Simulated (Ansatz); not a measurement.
Species: H$_{3}$AlS$_{3}$, SMILES `[SH][Al]([SH])[SH]` (charge 0, multiplicity 1), formula H$_{3}$AlS$_{3}$.

### Question
How many basis functions does frozen-core CCSD(T)/cc-pVTZ // PBE0-D3(BJ)/def2-TZVP (Ansatz, a first-principles code) use, how many core orbitals are frozen, and how many electrons are correlated?

### Answer
178 basis functions and 20 frozen orbitals, which leaves 24 correlated electrons. Core time is of the order of seconds.
